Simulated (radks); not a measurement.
Task: The silver ion Ag+, [Kr] 4d10. Method: non-relativistic Kohn-Sham, PBE, spin-polarised, spherical densities, point nucleus; computed with a radial shooting solver on a logarithmic mesh with Libxc functionals. Every spin shell is full or empty, so the densities are truly spherical. Functionals are evaluated on that one density, not self-consistently. Rank these exchange functionals by their error against the exact value of the orbitals, and give that value: LDA, B88, PBEsol, revPBE, PW86, AM05, SOGGA, EV93, revTPSS, Tao-Mo.

Result: Exact: -143.764 hartree. From best to worst, with 100 (|E| - |E exact|)/|E exact| (equal figures are ties): B88 +0.04, PW86 -0.15, EV93 -0.23, revPBE -0.26, Tao-Mo -0.78, revTPSS -0.89, PBEsol -2.30, SOGGA -2.31, AM05 -4.60, LDA -4.96.
